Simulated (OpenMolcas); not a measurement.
Ni3+ (d7) in a complex was computed by SS-CASPT2, IPEA 0.25 Eh, imaginary shift 0.1 Eh with the d shell active (OpenMolcas, ANO-RCC-VTZP on the metal). Its lowest spin-free states, and all those of the highest spin:

```json
{"2S+1": "4", "Degeneracy": "3", "E (cm-1)": "0"}
{"2S+1": "2", "Degeneracy": "2", "E (cm-1)": "4050"}
{"2S+1": "4", "Degeneracy": "3", "E (cm-1)": "12930"}
{"2S+1": "2", "Degeneracy": "3", "E (cm-1)": "14300"}
{"2S+1": "2", "Degeneracy": "3", "E (cm-1)": "15080"}
{"2S+1": "2", "Degeneracy": "3", "E (cm-1)": "16850"}
{"2S+1": "2", "Degeneracy": "1", "E (cm-1)": "21980"}
{"2S+1": "2", "Degeneracy": "3", "E (cm-1)": "25320"}
{"2S+1": "4", "Degeneracy": "3", "E (cm-1)": "26260"}
{"2S+1": "4", "Degeneracy": "1", "E (cm-1)": "26640"}
{"2S+1": "2", "Degeneracy": "3", "E (cm-1)": "29630"}
{"2S+1": "2", "Degeneracy": "2", "E (cm-1)": "31190"}
```

Is the site octahedral, tetrahedral or cube-like, axial, or of lower symmetry?

The states with 2S+1 = 4 have orbital degeneracies 3, 3, 3, 1. Threefold states need a cubic site. For d7 at this spin an octahedron puts the threefold T1 below the threefold T2 and a tetrahedron or cube puts the single A2 below the threefold T2, so the site is octahedral. The run had Ni3+ with 6 ligands (fluoride) in octahedral coordination (Oh) at 1.91 Å. A charge of +0.5 e stands 3.2 Å behind each ligand. Ligand basis ANO-RCC-VDZP.

Roots that are degenerate in the reference are averaged as groups; the widest CASPT2 spread within a group is 1600 cm-1 (the 3-fold group of multiplicity 2 near 29600 cm-1 above the lowest state of its run). Shifts and gaps below about the spread of the groups concerned are not significant. Over all roots computed the reference weight is 0.64 to 0.72; the roots of lowest weight are the least certain, and an intruder state may touch them. An orbital triplet at a regular site is open to Jahn-Teller coupling, which can distort the site and quench the lowest spin-orbit gaps and is left out. This shell can be high or low spin here, a state of another spin lies low, and with metal d orbitals alone active their balance is uncertain, so the ground spin may be wrong. A single d shell leaves out the double-shell effect, which counts most for late 3d ions, where the CASPT2 field can be off either way by tens of per cent. Ligand-to-metal charge-transfer states are missing. These CASPT2 states fit no ligand-field parameters well, so their order and spin gaps are uncertain. With no ligand orbital active B as a rule stays too high, so bands that hang on it stand too high and its fall with covalency is understated. With one d shell and no ligand orbital active, 10Dq can be off by a tenth or more. Free-ion shares, where given, are those of the reference states; single-state CASPT2 does not remix them. No measured value stands beside these numbers; the geometry is a model, was not optimised and need not be the one that this ion takes.
